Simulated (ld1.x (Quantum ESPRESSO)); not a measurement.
# Building the ultrasoft potential for cobalt (PBE, scalar-relativistic).

ld1.x (Quantum ESPRESSO) 7.5 was run on this input:

```
&input
   title='Co', zed=27., rel=1, dft='PBE', iswitch=3,
   config='[Ar] 3d6 4s0 4p0',
   nld=3, rlderiv=2.30, eminld=-5.0, emaxld=5.0, deld=0.02
 /
 &inputp
   pseudotype=3, tm=.true., lloc=-1, rcloc=0.85,
   nlcc=.false.,
   which_augfun='PSQ', rmatch_augfun=0.80,
   file_pseudopw='Co.UPF', file_wfcaegen='ae.wfc', file_wfcncgen='nc.wfc', file_beta='beta', file_chi='chi', file_wfcusgen='us.wfc'
 /
6
4S  1  0   0.00   0.00  1.60  2.10  0.0
4S  1  0   0.00  -0.75  1.60  2.10  0.0
4P  2  1   0.00   0.00  1.40  1.90  0.0
4P  2  1   0.00  -0.50  1.40  1.90  0.0
3D  3  2   6.00   0.00  0.75  0.85  0.0
3D  3  2   0.00  -2.90  0.75  0.85  0.0
 &test
   configts(1)='3d6 4s0 4p0'
 /
```

Command:

```bash
ld1.x < Co.in > Co.out
```

The program printed (shortened: banner, matrices, multipoles, cross overlaps and the repeated all-electron block are left out):

```
Program LD1 v.7.5
     --------------------------- All-electron run ----------------------------

     Co
     scalar relativistic calculation

     atomic number is 27.00
     dft =PBE   lsd =0 sic =0 latt =0  beta=0.20 tr2=1.0E-14
     Exchange-correlation= PBE
                           (   1   4   3   4   0   0   0)
     mesh =1193 r(mesh) =  99.89935 a.u. xmin = -7.00 dx = 0.01250
     1 Ry =  13.60569312 eV, c = 137.03599908

     n l     nl                  e(Ry)          e(Ha)          e(eV)
     1 0     1S 1( 2.00)      -560.9633      -280.4816     -7632.2941
     2 0     2S 1( 2.00)       -68.9644       -34.4822      -938.3089
     2 1     2P 1( 6.00)       -59.4775       -29.7388      -809.2332
     3 0     3S 1( 2.00)       -10.3448        -5.1724      -140.7477
     3 1     3P 1( 6.00)        -7.6264        -3.8132      -103.7622
     3 2     3D 1( 6.00)        -3.3197        -1.6598       -45.1663
     4 0     4S 1( 0.00)        -2.3815        -1.1907       -32.4014
     4 1     4P 1( 0.00)        -1.8234        -0.9117       -24.8088

     final scf error:  3.0E-15 reached in  21 iterations

     Etot =   -2781.761040 Ry,   -1390.880520 Ha,  -37847.787048 eV

     Ekin =    2817.856825 Ry,    1408.928412 Ha,   38338.895223 eV
     Encl =   -6596.433992 Ry,   -3298.216996 Ha,  -89749.056603 eV
     Eh   =    1113.407850 Ry,     556.703925 Ha,   15148.685525 eV
     Exc  =    -116.591722 Ry,     -58.295861 Ha,   -1586.311193 eV

     normalization and overlap integrals

     s(1S/1S) =  1.000000  <r> =   0.0562  <r2> =    0.0042  r(max) =   0.0366
     s(2S/2S) =  1.000000  <r> =   0.2554  <r2> =    0.0770  r(max) =   0.2131
     s(2P/2P) =  1.000000  <r> =   0.2250  <r2> =    0.0622  r(max) =   0.1723
     s(3S/3S) =  1.000000  <r> =   0.7682  <r2> =    0.6803  r(max) =   0.6648
     s(3P/3P) =  1.000000  <r> =   0.8052  <r2> =    0.7621  r(max) =   0.6731
     s(3D/3D) =  1.000000  <r> =   0.9402  <r2> =    1.1175  r(max) =   0.6565
     s(4S/4S) =  1.000000  <r> =   2.1901  <r2> =    5.4071  r(max) =   1.9477
     s(4P/4P) =  1.000000  <r> =   2.5119  <r2> =    7.1377  r(max) =   2.2348

     ------------------------ End of All-electron run ------------------------

     --------------------- Generating US pseudopotential ---------------------

      Generating local potential from pseudized AE potential:
      Matching radius rcloc =   0.8500

      Local pseudo, rcloc= 0.843 Estimated cut-off energy=    33.56 Ry
      Wfc-us  4S rcutus= 2.126  Estimated cut-off energy=    10.19 Ry
      Wfc-us  4S rcutus= 2.126  Estimated cut-off energy=    13.53 Ry
      Wfc-us  4P rcutus= 1.924  Estimated cut-off energy=    19.43 Ry
      Wfc-us  4P rcutus= 1.924  Estimated cut-off energy=    21.26 Ry
      Wfc-us  3D rcutus= 0.843  Estimated cut-off energy=   158.75 Ry
      Wfc-us  3D rcutus= 0.843  Estimated cut-off energy=   160.00 Ry

     Q pseudized with Bessel functions
     Expected ecutrho=     678.2821 due to l1=  2   l2=  2

     ------------------- End of pseudopotential generation -------------------

     Computing logarithmic derivative in   2.30581
     Computing logarithmic derivative in   2.30581
     Computing the partial wave expansion
     R is outside the sphere for l=    0 j= 0.00
     R is outside the sphere for l=    0 j= 0.00
     R is outside the sphere for l=    1 j= 0.00
     R is outside the sphere for l=    1 j= 0.00
     R is outside the sphere for l=    2 j= 0.00
     R is outside the sphere for l=    2 j= 0.00

     ---------------------- Testing the pseudopotential ----------------------

     Co
     scalar relativistic calculation

     atomic number is 27.00   valence charge is  9.00
     dft =PBE   lsd =0 sic =0 latt =0  beta=0.20 tr2=1.0E-14
     mesh =1193 r(mesh) =  99.89935 xmin = -7.00 dx = 0.01250

     n l     nl             e AE (Ry)        e PS (Ry)    De AE-PS (Ry)
     3 2     3D   1( 6.00)       -3.31966       -3.31966       -0.00000
     1 0     4S   1( 0.00)       -2.38146       -2.38146        0.00000
     2 1     4P   1( 0.00)       -1.82341       -1.82341        0.00000

     eps = 1.1E-16  iter =  4

     Etot =   -2781.761040 Ry,   -1390.880520 Ha,  -37847.787048 eV
     Etotps =   -53.190825 Ry,     -26.595413 Ha,    -723.698043 eV

     Ekin =      76.389354 Ry,      38.194677 Ha,    1039.330115 eV
     Encl =    -168.130344 Ry,     -84.065172 Ha,   -2287.529867 eV
     Ehrt =      35.748720 Ry,      17.874360 Ha,     486.386112 eV
     Ecxc =      -8.373997 Ry,      -4.186998 Ha,    -113.934030 eV
     Epseu=      11.175441 Ry,       5.587721 Ha,     152.049627 eV

     ---------------------- End of pseudopotential test ----------------------
```

Note: ghost states, extra bound levels that the all-electron valence spectrum of the same l lacks: s at -1034.2 eV, p at -91.9 eV. A true bound ghost makes a file unfit for plane-wave use.

Generation and configuration tests took about 1.8 s on one core of a shared server CPU.

Transferability test of the new file with ld1.x, input:

```
&input
   title='Co', zed=27., rel=1, dft='PBE', iswitch=2,
   config='[Ar] 3d6 4s0 4p0'
 /
 &test
   file_pseudo='Co.UPF', nconf=8,
   configts(1)='3d6 4s0 4p0',
   configts(2)='3d7 4s2 4p0',
   configts(3)='3d7 4s1 4p0',
   configts(4)='3d7 4s0 4p0',
   configts(5)='3d8 4s1 4p0',
   configts(6)='3d7 4s0 4p1',
   configts(7)='3d7 4s1.5 4p0',
   configts(8)='3d7 4s0 4p2'
 /
```

```bash
ld1.x < Co.test.in > Co.test.out
```

Pseudopotential blocks of its output, shortened (energy terms left out):

```
     ---------------------- Testing the pseudopotential ----------------------

     n l     nl             e AE (Ry)        e PS (Ry)    De AE-PS (Ry)
     3 2     3D   1( 6.00)       -3.31966       -3.31966       -0.00000
     1 0     4S   1( 0.00)       -2.38146       -2.38146        0.00000
     2 1     4P   1( 0.00)       -1.82341       -1.82341        0.00000

     eps = 1.1E-16  iter =  4

     Etot =   -2781.761040 Ry,   -1390.880520 Ha,  -37847.787048 eV
     Etotps =   -53.190825 Ry,     -26.595413 Ha,    -723.698043 eV

     ---------------------- End of pseudopotential test ----------------------

          ---------------------- Testing the pseudopotential ----------------------

     n l     nl             e AE (Ry)        e PS (Ry)    De AE-PS (Ry)
     3 2     3D   1( 7.00)       -0.60298       -0.59453       -0.00846  !
     1 0     4S   1( 2.00)       -0.40202       -0.41370        0.01168  !
     2 1     4P   1( 0.00)       -0.09383       -0.10383        0.01000  !

     eps = 9.1E-15  iter = 18

     Etot =   -2786.294851 Ry,   -1393.147426 Ha,  -37909.472698 eV
     Etotps =   -57.746338 Ry,     -28.873169 Ha,    -785.678955 eV
     dEtot_ae =      -4.533812 Ry
     dEtot_ps =      -4.555513 Ry,   Delta E=       0.021701 Ry

     ---------------------- End of pseudopotential test ----------------------

          ---------------------- Testing the pseudopotential ----------------------

     n l     nl             e AE (Ry)        e PS (Ry)    De AE-PS (Ry)
     3 2     3D   1( 7.00)       -1.24646       -1.24116       -0.00530  !
     1 0     4S   1( 1.00)       -0.93803       -0.95452        0.01649  !
     2 1     4P   1( 0.00)       -0.54886       -0.56683        0.01797  !

     eps = 9.2E-15  iter = 14

     Etot =   -2785.631149 Ry,   -1392.815574 Ha,  -37900.442564 eV
     Etotps =   -57.067947 Ry,     -28.533973 Ha,    -776.448969 eV
     dEtot_ae =      -3.870109 Ry
     dEtot_ps =      -3.877122 Ry,   Delta E=       0.007012 Ry

     ---------------------- End of pseudopotential test ----------------------

          ---------------------- Testing the pseudopotential ----------------------

     n l     nl             e AE (Ry)        e PS (Ry)    De AE-PS (Ry)
     3 2     3D   1( 7.00)       -1.98916       -1.97870       -0.01047  !
     1 0     4S   1( 0.00)       -1.53869       -1.54928        0.01059  !
     2 1     4P   1( 0.00)       -1.07841       -1.09415        0.01574  !

     eps = 3.5E-16  iter =  9

     Etot =   -2784.397424 Ry,   -1392.198712 Ha,  -37883.656885 eV
     Etotps =   -55.819427 Ry,     -27.909714 Ha,    -759.461999 eV
     dEtot_ae =      -2.636384 Ry
     dEtot_ps =      -2.628602 Ry,   Delta E=      -0.007782 Ry

     ---------------------- End of pseudopotential test ----------------------

          ---------------------- Testing the pseudopotential ----------------------

     n l     nl             e AE (Ry)        e PS (Ry)    De AE-PS (Ry)
     3 2     3D   1( 8.00)       -0.31141       -0.31156        0.00015
     1 0     4S   1( 1.00)       -0.32150       -0.33585        0.01434  !
     2 1     4P   1( 0.00)       -0.05948       -0.06739        0.00791  !

     eps = 2.6E-15  iter = 15

     Etot =   -2786.383253 Ry,   -1393.191627 Ha,  -37910.675469 eV
     Etotps =   -57.817191 Ry,     -28.908596 Ha,    -786.642959 eV
     dEtot_ae =      -4.622214 Ry
     dEtot_ps =      -4.626366 Ry,   Delta E=       0.004152 Ry

     ---------------------- End of pseudopotential test ----------------------
```

The test run then stopped with an error in chargeps: “negative rho”.
